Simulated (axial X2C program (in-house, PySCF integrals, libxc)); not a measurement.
**Potential curves of RuSi, with spin–orbit coupling**

All values were computed with an axial X2C code built on PySCF integrals. Two-component (2c) means X2C with spin–orbit coupling and atomic mean-field two-electron Coulomb and Gaunt terms. Basis: Ru dyall-cv3z [12s12p8d5f3g], Si dyall-v3z [8s7p2d1f] (cores contracted in-house); Gaussian nuclei, density fitting, unrestricted open shells. Masses: Ru 101.904 u, Si 27.977 u.

State: Ω = 3 (⟨Sz⟩ = 1.00, ⟨Lz⟩ = 2.00 at PBE0). Energies in kJ/mol from the lowest point of each curve. Fits are polynomials in 1 − R0/R over 0.85 to 1.23 times the lowest point R0.

```json
{"R (Å)": "1.8253", "PBE0": "101.07", "r2SCAN0": "97.20"}
{"R (Å)": "1.9092", "PBE0": "39.81", "r2SCAN0": "38.00"}
{"R (Å)": "1.9721", "PBE0": "14.63", "r2SCAN0": "13.95"}
{"R (Å)": "2.0351", "PBE0": "2.49", "r2SCAN0": "2.47"}
{"R (Å)": "2.0980", "PBE0": "0.00", "r2SCAN0": "0.00"}
{"R (Å)": "2.1714", "PBE0": "5.56", "r2SCAN0": "5.04"}
{"R (Å)": "2.2449", "PBE0": "17.24", "r2SCAN0": "15.94"}
{"R (Å)": "2.3393", "PBE0": "37.83", "r2SCAN0": "35.49"}
{"R (Å)": "2.4547", "PBE0": "67.84", "r2SCAN0": "64.29"}
{"R (Å)": "2.6225", "PBE0": "115.09", "r2SCAN0": "109.80"}
```

Occupations by symmetry block were frozen at the best pattern of an incomplete PBE0 search. Density functionals use the spin component along the axis (collinear). Other states lie close and PBE0, whose exact exchange favours high spin, may order them wrongly; the determinant shown need not be the ground state. The nearest other 2c determinant of the search, Ω = 1, lies 0.23 eV up at the distance of the search. The functionals have no current-density term, which raises determinants with orbital currents, atoms included. With several unpaired electrons one determinant need not be a pure state. The determinant is spin-polarised beyond a pure state at some levels (its spin-free form has ⟨S²⟩ too high), which makes Re and μ there less reliable.

Task: What are Re and ωe at the PBE0 level?

Result: At PBE0, 2c: Re = 2.086 Å, ωe ≈ 484 cm⁻¹; Be follows as 0.176 cm⁻¹.

Task: What are Re and ωe at the r2SCAN0 level?

Result: At r2SCAN0, 2c: Re = 2.087 Å, ωe ≈ 466 cm⁻¹; Be follows as 0.176 cm⁻¹.
